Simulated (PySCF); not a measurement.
# Polarisability and C₆ of Ir⁺ (iridium, charge +1)

[Xe] 4f14 5d6 6s1 6p1, one real determinant (an excited configuration). All numbers are calculated (PySCF 2.14, scalar relativity through the core potential, in def2-QZVPPD with the def2 core potential (60 electrons) (7s5p4d4f2g, 88 functions)). Coupled (time-dependent) response in atomic units; α is the mean over directions.

```csv
method,mean α (bohr³),"α xx, yy, zz",C₆ (like pair),S(−4)
r2SCANh,30.87,"27.98, 27.98, 36.64",288.9,291.6
BP86,31.44,"27.87, 27.87, 38.56",287.2,332.5
```

S(−4) is the Cauchy moment in α(ω) = α(0) + S(−4) ω² + …

Spin-orbit coupling is absent.

α(iu) at BP86:

```tsv
u (hartree)	α(iu) (bohr³)
0	31.44
0.0500	30.64
0.100	28.56
0.200	23.06
0.300	18.16
0.500	11.86
0.750	7.879
1.00	5.741
1.50	3.532
2.00	2.415
3.00	1.333
5.00	0.5716
```

A single London oscillator, α(iu) = α/(1 + u²/ω²), gives C₆ = (3/4) ω α². Matching the computed C₆ needs ω = 4 × 287.2 / (3 × 31.44²) = 0.387 hartree.

For an ion, C₆ is the dispersion term alone; charge-induced terms of lower order in 1/R come first.

The components differ because the open shell of this determinant is not spherical; for a pure term their mean is the scalar polarisability.

⟨L²⟩ = 8.02 against 12 for a pure F term, so this real determinant mixes terms. Energies and moments cover only the electrons outside the core potential. Spin-orbit coupling, absent here, splits the open shell strongly.
